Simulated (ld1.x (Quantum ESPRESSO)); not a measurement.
**What one change does to a pseudopotential (lanthanum, TM)**

ld1.x (Quantum ESPRESSO) 7.5 input, shortened:

```
&input
   title='La', zed=57., rel=1, dft='PZ', iswitch=3,
   config='[Xe] 4f0 5d1.5 6s1.5 6p0'
 /
 &inputp
   pseudotype=2, tm=.true., lloc=0,
   nlcc=.true., new_core_ps=.true.
 /
4
5P  2  1   6.00   0.00  2.30  2.30  0.0
5D  3  2   1.50   0.00  3.95  3.95  0.0
4F  4  3   0.00   0.00  2.00  2.00  0.0
6S  1  0   1.50   0.00  3.35  3.35  0.0
 &test
   configts(1)='4f0 5p6 5d1.5 6s1.5 6p0'
 /
```

All-electron outer shells of the reference configuration (LDA (PZ), scalar-relativistic, ld1.x):

```
shell  level (eV)  outermost node (bohr)  outermost maximum (bohr)
   4d     -102.96                   0.32                      0.68
   5s      -38.25                   0.77                      1.41
   5p      -21.72                   0.83                      1.58
   4f       -3.75                      –                      0.75
   6s       -3.55                   1.87                      3.84
   5d       -2.72                   0.95                      2.27
   6p       -1.27                   2.22                      5.11
```

Change: core [Kr] 4d10, valence charge 11; reference 4f0 5s2 5p6 5d1 6s1 6p0; waves now 5p (bound): rc 2.30 bohr; 5d (bound): rc 2.50 bohr; 4f (bound): rc 2.00 bohr; 5s (bound): rc 2.15 bohr; core correction Bessel-smoothed model core inside 0.90 bohr (6s counted twice).

Cutoffs: the cutoffs (Ry, on a coarse ladder) from which the occupation-weighted sum of valence levels, in a spherical-Bessel basis at the reference potential, stays within 10 and 1 mRy of its value at 400 Ry; they do not see the model core or the augmentation charge, which bear on the density cutoff. Errors are all-electron minus pseudo energies relative to the spin-unpolarised reference configuration.

Question: What does the change do?

Answer: The potential gets harder (21 Ry and 40 Ry → 35 Ry and 45 Ry); the miss of the reference levels goes from 0.00 to 0.47 eV; the number of tests with a reliable result goes from 8 to 9; neither file shows a bound ghost. The added semicore shells are compact, so their waves need more plane waves. In the changed file ld1.x takes every shell without a wave as core, so the model core holds the 6s electrons as well and exchange and correlation see them twice. This cancels in the reference configuration, but the file is broken for other ones, and its errors say nothing about a proper core correction. Several settings change at once here, so the effects cannot be laid on one of them.

| quantity | base | changed |
| --- | --- | --- |
| cutoff, loose | 21 Ry | 35 Ry |
| cutoff, tight | 40 Ry | 45 Ry |
| loose cutoff by channel (10 mRy a level) | p 15 Ry, d 8 Ry, s 6 Ry | p 15 Ry, d 10 Ry, s 18 Ry |
| bound ghosts | none | none |
| largest miss of a reference level, eV | 0.00 | 0.47 |
| tests with a reliable result | 8 of 9 | 9 of 9 |

Base: The cutoffs count occupied waves only; the empty 4f level needs 90 Ry at the loose tolerance. Changed file: The cutoffs count occupied waves only; the empty 4f level needs 90 Ry at the loose tolerance.
